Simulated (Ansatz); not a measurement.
Basis sets compared for [Ga(OH)6]3- (GaO₆H₆³⁻). Total charge -3; singlet. Geometry PBE-D4/def2-SVPD. Ansatz on 4 threads of Intel Xeon 6975P-C on a shared host; times are rough, and most runs start from earlier orbitals.

```
atom   x (Å)   y (Å)   z (Å)
 Ga1  -0.002   0.002  -0.001
  O2   0.309   1.935   0.774
  H3   0.496   1.530   1.647
  O4  -0.306  -1.934  -0.770
  H5  -0.483  -1.533  -1.647
  O6   2.045   0.073  -0.494
  H7   2.057   1.013  -0.216
  O8  -2.048  -0.073   0.490
  H9  -2.056  -1.012   0.210
 O10  -0.668   0.660  -1.885
 H11  -1.578   0.700  -1.523
 O12   0.663  -0.655   1.889
 H13   1.572  -0.705   1.525
```

A multiply charged anion in the gas phase is held together partly by the finite basis. At PBE-D4/def2-SVPD, PBE-D4/def2-TZVPD, PBE0-D4/def2-SVPD, PBE0-D4/def2-TZVPD the highest occupied level of the charge -3 singlet lies above zero (up to 7.18 eV). The electron is either unbound and held by the finite basis, or the level is raised by self-interaction error.

| level | functions | energy (Eh) | HOMO (eV) | LUMO (eV) | wall time |
| --- | --- | --- | --- | --- | --- |
| PBE-D4/def2-SVPD | 224 | -2378.3453 | 7.18 | 9.42 | 2.3 s |
| PBE0-D4/def2-SVPD | 224 | -2378.3460 | 5.77 | 9.97 | 3.8 s |

(1) Estimate the rows for PBE-D4/def2-TZVPD, PBE0-D4/def2-TZVPD (with forces).

## Answers

(1) 
```csv
level,functions,energy (Eh),HOMO (eV),LUMO (eV),wall time
PBE-D4/def2-TZVPD,348,-2379.1008,7.00,8.73,3.7 s
PBE0-D4/def2-TZVPD (with forces),348,-2379.0976,5.72,9.25,11 s
```
